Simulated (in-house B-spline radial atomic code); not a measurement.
Inner-shell binding energies (edges) and X-ray emission energies of free atoms and ions, as differences of relaxed hole-state energies with first-order Breit, QED and recoil terms, without correlation or multiplet splittings, in NIST's listed ground configurations. For neutral atoms such line energies lie within some 1 to 5 eV of tabulated X-ray lines (up to 20 eV for the heaviest). Removing outer electrons raises all edges nearly alike, so lines move far less than edges. K = 1s, L1 = 2s. A dash marks a subshell that is part filled or wasn't run, or a line left out. Computed with an all-electron radial atomic-structure program (B-spline basis): Dirac-Hartree-Fock, average of the configuration, finite nuclei.

```json
{"ion": "Pb", "configuration": "[Xe] 4f14 5d10 6s2 6p2", "K edge (eV)": "88006.3", "L1 edge (eV)": "15874.3"}
{"ion": "Pb+", "configuration": "[Xe] 4f14 5d10 6s2 6p1", "K edge (eV)": "88015", "L1 edge (eV)": "15882.9"}
{"ion": "Pb2+", "configuration": "[Xe] 4f14 5d10 6s2", "K edge (eV)": "?", "L1 edge (eV)": "?"}
{"ion": "Pb4+", "configuration": "[Xe] 4f14 5d10", "K edge (eV)": "88050.7", "L1 edge (eV)": "15918.2"}
{"ion": "Pb5+", "configuration": "[Xe] 4f14 5d9", "K edge (eV)": "?", "L1 edge (eV)": "?"}
{"ion": "Pb6+", "configuration": "[Xe] 4f14 5d8", "K edge (eV)": "88091.4", "L1 edge (eV)": "15959"}
{"ion": "Pb7+", "configuration": "[Xe] 4f14 5d7", "K edge (eV)": "88113.3", "L1 edge (eV)": "15981"}
```

**Question.** Fill in the row of Pb2+.

**Answer.** K edge (eV): 88024.9; L1 edge (eV): 15892.7.

**Question.** Fill in the row of Pb5+.

**Answer.** K edge (eV): 88070.5; L1 edge (eV): 15938.
